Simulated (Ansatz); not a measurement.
Consider the redistribution: `C=[C]([SiH3])[GaH2]` + `N[Si]1(O)CC1` → `N[Si]1([SiH3])CC1` + `C=[C](O)[GaH2]`.

Isolated molecules relaxed with PBE0-D4/def2-TZVP in Ansatz; ΔE leaves out vibrations. CCSD(T)/CBS adds triple-zeta CCSD(T) − MP2 to the extrapolated MP2 energy (def2 sets, frozen cores). DFT in def2-TZVPP. HSE06 is defined as in plane-wave codes. For Ga outer-core shells are correlated without core-valence functions, which leaves a few kJ/mol of doubt a bond. Scalar relativity is left out up to krypton. Each species was taken in one conformer, which may not be the lowest.

```tsv
level	ΔE (kcal/mol)
r2SCANh-D4	35.7
HSE06	32.9
BHLYP	39.6
CCSD/def2-SVP	34.0
```

Task: What does CCSD(T)/CBS give? (Estimate.)

Result: Computed: +39.2 kcal/mol. The listed levels differ from it by -3.5, -6.3, 0.4, -5.2 kcal/mol.

Largest T1 diagnostic among the species: 0.013.

From PBE to PBE0 (25 % exact exchange), in def2-TZVPP and without D4, ΔE moves by +3.5 kcal/mol. Leaving LDA and LC-ωPBE aside and taking each functional with its dispersion term where it has one, the values, not all of them listed here, spread over 10.3 kcal/mol, from PBE-D4 to BHLYP-D4.

CCSD(T)/CBS has its own doubt, a few kJ/mol and more with outer-core shells, so smaller differences from it don't rank the levels.
